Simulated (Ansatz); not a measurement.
I₃In, SMILES [I][In+]([I])[I] (connectivity only; charge and spin as stated), charge +1, multiplicity 2.

The structure is a stationary point at PBE-D3(BJ)/def2-SVP. The def2 effective core potentials stand for the cores of I, In; spin–orbit coupling is left out.

Two levels are set side by side: PBE/def2-TZVPD (Ansatz, an electronic-structure program) and PBE0/def2-TZVPD (Ansatz). Energy differences of separate SCF runs at the same geometry; the states with an electron removed or added have multiplicity 3 and 1. Differences are taken from unrounded values.

```json
[
 {"quantity": "vertical ionisation energy (eV)", "PBE": "13.63"},
 {"quantity": "vertical electron affinity (eV)", "PBE": "8.96"}
]
```

These are the PBE values. What does PBE0 give? (Estimate from the structure and the level; the computed values follow.)


```
quantity                          PBE0  PBE minus PBE0
-------------------------------  -----  --------------
vertical ionisation energy (eV)  13.70           -0.07
vertical electron affinity (eV)   9.46           -0.50
```
